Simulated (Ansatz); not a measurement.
System: CCl₃F, charge 0, singlet. CCl3F (trichloro(fluoro)methane, SMILES ClC(Cl)(Cl)F).
B3LYP-D3(BJ)/def2-TZVP minimum from Ansatz (a first-principles code):
```
C
F 1 1.3406
Cl 1 1.7761 2 108.42
Cl 1 1.7761 2 108.42 3 -120.00
Cl 1 1.7761 2 108.42 3 120.00
```
Charge 0, spin multiplicity 1.

Total energies in cc-pV(D+d)Z, 32 correlated electrons, 17 frozen orbitals. UHF or UKS for unpaired electrons; spin-orbit terms are left out. Cores are frozen in correlated methods. No relativity.

```csv
method,program,energy (Eh),minus CCSDT(Q) (mEh)
HF,Ansatz,-1515.79062,804.19
MP2,Ansatz,-1516.53256,62.26
CCSD,Ansatz,-1516.57020,24.62
CCSD(T),Ansatz,-1516.59211,2.71
CCSDT(Q),Ansatz,-1516.59482,0.00
```

Rough core times of Ansatz's runs on a shared machine: CCSD(T) under 20 s, CCSDT(Q) 20 min.
